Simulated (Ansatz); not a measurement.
`[OH][Al]([F])[SiH3]` + NH₃ → `[NH2][Al]([OH])[SiH3]` + H–F  (ligand exchange at the Al–F bond)

Calculated with Ansatz (gas phase, PBE0-D4/def2-TZVP geometries, no zero-point term in ΔE). CBS: MP2 limit from def2 TZ/QZ plus the TZ coupled-cluster correction, frozen cores. This one scheme is used for every species. DFT in def2-TZVPP. HSE06 is defined as in plane-wave codes. Each species was taken in one conformer, which may not be the lowest.

```tsv
species	HSE06-D4 energy (Eh)
`[OH][Al]([F])[SiH3]`	-709.19314
NH₃	-56.51284
`[NH2][Al]([OH])[SiH3]`	-665.27975
H–F	-100.39003
```

Q: Work out ΔE.

A: ΔE = (-665.27975) + (-100.39003) − (-709.19314) − (-56.51284) = 0.03620 Eh = +95.0 kJ/mol. CCSD(T)/CBS gives +97.8 kJ/mol.

Largest T1 diagnostic among the species: 0.013.

The D4 term adds −4.8 kJ/mol with B3LYP and −2.7 kJ/mol with PBE0; it sums over pairs of atoms, weighted by their polarisabilities, and B3LYP, whose exchange is more repulsive, gets the larger term. Leaving LDA and LC-ωPBE aside and taking each functional with its dispersion term where it has one, the values, not all of them listed here, spread over 12.5 kJ/mol, from revPBE-D4 to B97M-V. LDA lies −7.8 kJ/mol from PBE without D4. At CCSD(T), def2-SVP lies +9.6 kJ/mol from the extrapolated value and def2-TZVPP +0.4 kJ/mol.

B3LYP here is the variant with VWN-RPA as its local correlation; programs differ in this.
